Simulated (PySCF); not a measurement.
RuF₃: from structure and modes to constants

All numbers come from UB3LYP in PySCF with Ru def2-SVP with ECP28, F def2-SVP; scalar-relativistic core potentials, no spin–orbit coupling; density-fitted integrals.

The doublet minimum has D3h symmetry. Masses (u): Ru 101.90435, F 18.99840.

```xyz
4
charge 0 multiplicity 2, angstrom
Ru    0.0000    0.0000    0.0000
F     1.8302    0.0000    0.0000
F    -0.9151    1.5850    0.0000
F    -0.9151   -1.5850    0.0000
```

Harmonic wavenumbers (cm⁻¹): 102.4 (×1), 130.9 (×2), 613.4 (×1), 700.1 (×2).

Task: Find the principal moments of inertia and the rotational constants. What kind of rotor is it?

Result: About the centre of mass I = 95.457, 95.457, 190.91 u Å². With B = 16.8576/I this gives 0.1766, 0.1766, 0.0883 cm⁻¹. The molecule is an oblate symmetric top.

Task: What is the harmonic zero-point energy?

Result: Half the sum of all 6 wavenumbers, 2378/2 = 1189 cm⁻¹, which is 14.2 kJ/mol (1 cm⁻¹ = 0.0119627 kJ/mol).

Task: Find the vibrational entropy and heat capacity at 298.15 K.

Result: With u = 1.43878 ω/T, each mode gives S = R[u/(eᵘ−1) − ln(1−e⁻ᵘ)] and C = R u² eᵘ/(eᵘ−1)².
```tsv
ω (cm⁻¹)	u	S (J/(mol K))	C (J/(mol K))
102.4	0.494	14.26	8.15
130.9 (×2)	0.632	12.27	8.04
613.4	2.960	1.79	4.20
700.1 (×2)	3.378	1.28	3.47
```
The sums over all modes are S = 43.1 and C = 35.4 J/(mol K); the softest mode gives 33 % of the entropy (each member, where degenerate).

The spin densities have lower symmetry than the nuclear frame, so modes carry no symmetry labels and degenerate sets may split. This need not be the most stable arrangement of these atoms. With open d or f shells other occupations or spin states may lie lower.
